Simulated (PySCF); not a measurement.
cyclohexane (C6H12), singlet, geometry from GFN2-xTB. Base run: PySCF with MP2/3-21G.

PySCF was given this input:
```python
from pyscf import gto, scf, mp

mol = gto.M(
    atom='''
C    -0.66197397    1.12297663   -0.67366385
C     0.75407601    1.25299157   -0.12037658
C     1.45787052   -0.10080089   -0.13252080
C     0.66197397   -1.12297663    0.67366385
C    -0.75407601   -1.25299157    0.12037658
C    -1.45787052    0.10080089    0.13252080
H    -0.61416414    0.80216226   -1.71711692
H    -1.16380661    2.09274194   -0.64468925
H     1.32141866    1.97319664   -0.71413349
H     0.70833863    1.62726918    0.90520925
H     1.55338037   -0.44915229   -1.16379724
H     2.46383348   -0.00147979    0.28135615
H     1.16380661   -2.09274194    0.64468925
H     0.61416414   -0.80216226    1.71711692
H    -1.32141866   -1.97319664    0.71413349
H    -0.70833863   -1.62726918   -0.90520925
H    -1.55338037    0.44915229    1.16379724
H    -2.46383348    0.00147979   -0.28135615
''',
    basis='3-21g',
    verbose=4,
)

mf = scf.RHF(mol)
mf.kernel()

pt = mp.MP2(mf, frozen=6)
pt.kernel()
print('E(MP2) = %.10f' % pt.e_tot)
```

Each row names what was changed in the base input (with any setting that the change needs).

| change | basis functions | E (Eh) | MP2 correlation (Eh) | SCF-reference HOMO (eV) | SCF-reference HOMO-LUMO gap (eV) |
|---|---|---|---|---|---|
| base | 78 | -233.46020 | -0.54454 | -11.35 | 18.30 |
| basis = STO-3G | 42 | -231.78546 | -0.30493 | -10.44 | 26.18 |
| basis = 6-31G | 78 | -234.65319 | -0.54358 | -11.36 | 17.51 |
| basis = pcseg-0 | 78 | -234.08912 | -0.55195 | -11.59 | 16.81 |
| basis = def2-SV(P) | 108 | -234.77631 | -0.76826 | -11.65 | 16.38 |
| basis = 6-31G* | 108 | -234.98382 | -0.77800 | -11.46 | 17.66 |
| basis = 6-31+G* | 132 | -234.99228 | -0.78457 | -11.51 | 13.72 |
| basis = def2-SVP | 144 | -234.89695 | -0.85651 | -11.58 | 16.32 |
| basis = pcseg-1 | 144 | -234.99736 | -0.85855 | -11.58 | 15.99 |
| basis = 6-31G** | 144 | -235.08187 | -0.85693 | -11.44 | 17.63 |
| basis = cc-pVDZ | 144 | -235.07994 | -0.85711 | -11.46 | 16.42 |
| basis = pc-1 | 144 | -235.00092 | -0.85849 | -11.59 | 16.12 |

Totals compare only among sets that treat the same electrons; sets with core potentials leave the core out.
